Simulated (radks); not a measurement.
The promethium ion Pm2+ inside a hard spherical wall (all orbitals vanish at R), configuration held at [Xe] 4f5 and not refilled when levels cross. All-electron calculation, scalar-relativistic Kohn-Sham, LDA (Slater exchange, Perdew-Wang correlation), spin-unpolarised, spherical densities, finite nucleus; Fermi nuclear charge, rms radius 4.962 fm. Program: a radial shooting solver on a logarithmic mesh with Libxc functionals. Eigenvalues in eV, with the zero of energy where the potential of the charges vanishes at infinity; a dash marks a level that is unbound or too diffuse for the functional's potential to be trusted. A positive occupied level is held by the wall or, in an anion where self-interaction has pushed it up, behind a barrier. The pressure on the wall is -dE/dV.

\begin{tabular}{lrrrrrrrrr}
R (bohr) & E (hartree) & kinetic (hartree) & e(4d) & e(5s) & e(5p) & e(4f) & e(5d, empty) & e(6s, empty) & pressure (GPa) \\ \hline
free & -10012.2954 & 10675.262 & -135.77 & -55.267 & -35.954 & -15.479 & -13.754 & -13.599 & 0 \\
20 & -10012.2954 & 10675.262 & -135.77 & -55.267 & -35.954 & -15.479 & -13.754 & -13.599 & < 0.0001 \\
15 & -10012.2954 & 10675.262 & -135.77 & -55.267 & -35.954 & -15.479 & -13.754 & -13.599 & < 0.0001 \\
10 & -10012.2954 & 10675.262 & -135.77 & -55.267 & -35.954 & -15.479 & -13.754 & -13.596 & < 0.0001 \\
8 & -10012.2953 & 10675.262 & -135.77 & -55.266 & -35.953 & -15.477 & -13.745 & -13.544 & 0.00115 \\
6 & -10012.2946 & 10675.270 & -135.71 & -55.226 & -35.917 & -15.423 & -13.574 & -12.805 & 0.104 \\
4 & -10012.2272 & 10675.840 & -134.13 & -54.094 & -34.754 & -13.937 & -10.613 & -3.573 & 23.9 \\
3.5 & -10012.0671 & 10676.973 & -131.95 & -52.476 & -32.940 & -11.868 & -7.163 & 5.987 & 106 \\
2 & -10002.3103 & 10719.910 & -91.956 & -9.373 & 19.095 & 28.631 & 65.573 & 180.79 & 15800 \\
1.5 & -9969.6958 & 10836.537 & -32.313 & 99.685 & 144.19 & 95.277 & 212.61 & 498.11 & 140000 \\
\end{tabular}
